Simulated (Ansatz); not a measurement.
`[CH3][Sn]([CH3])([F])[F]`, relaxed with RKS PBE0-D4/def2-TZVP in Ansatz from a PBE-D4/def2-SVP geometry. The force threshold is 0.005 eV/Å; the program also tests the step.

Total charge 0; spin multiplicity 1. Sn takes the def2 core potential.

Start:

```xyz
11

C     1.673    0.076    1.006
Sn   -0.123    0.562   -0.072
C    -1.501   -0.864   -0.906
F    -1.173    1.746    1.088
F     0.404    1.757   -1.535
H     1.418   -0.515    1.906
H     2.353   -0.502    0.352
H     2.154    1.027    1.303
H    -2.314   -0.298   -1.396
H    -1.914   -1.496   -0.097
H    -0.977   -1.494   -1.649
```

```csv
step,energy (eV),largest force (eV/Å),largest move (Å)
1,-13435.0551,0.757,0.000
2,-13435.1350,0.245,0.065
3,-13435.1390,0.072,0.026
4,-13435.1398,0.012,0.011
5,-13435.1399,0.007,0.004
6,-13435.1399,0.001,0.001
```

End:

```xyz
11

C     1.655    0.086    0.995
Sn   -0.117    0.532   -0.068
C    -1.488   -0.846   -0.898
F    -1.146    1.689    1.071
F     0.402    1.700   -1.503
H     1.418   -0.491    1.889
H     2.337   -0.480    0.361
H     2.119    1.029    1.281
H    -2.284   -0.277   -1.377
H    -1.908   -1.473   -0.112
H    -0.988   -1.469   -1.639
```

Hardware: 4 threads of a server CPU on a shared host. Wall time 22 s, peak host memory 0.6 GiB.
